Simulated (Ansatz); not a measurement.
Basis-set series for `C[N]([GaH2])CF`. Charge 0, multiplicity 1. Geometry: relaxed with PBE0-D4/def2-TZVP. It is one conformer, not always the lowest.

```tsv
functional	basis	functions	energy (Eh)	HOMO (eV)	LUMO (eV)
PBE0-D4	def2-SVP	123	-2158.94035	-7.08	-1.08
PBE0-D4	def2-QZVPP	527	-2159.51732	-7.17	-1.23
ωB97M-V	def2-SVP	123	-2159.23600	-9.35	0.64
ωB97M-V	def2-QZVPP	527	-2159.82070	-9.46	0.25
```

**Question.** Give the rows for def2-TZVPP. (Best estimate.)

**Answer.** Ansatz gave: 
```tsv
functional	basis	functions	energy (Eh)	HOMO (eV)	LUMO (eV)
PBE0-D4	def2-TZVPP	270	-2159.46031	-7.15	-1.17
ωB97M-V	def2-TZVPP	270	-2159.76532	-9.44	0.50
```

Positive LUMOs are unbound and depend on the basis. Scalar relativity is left out up to krypton.
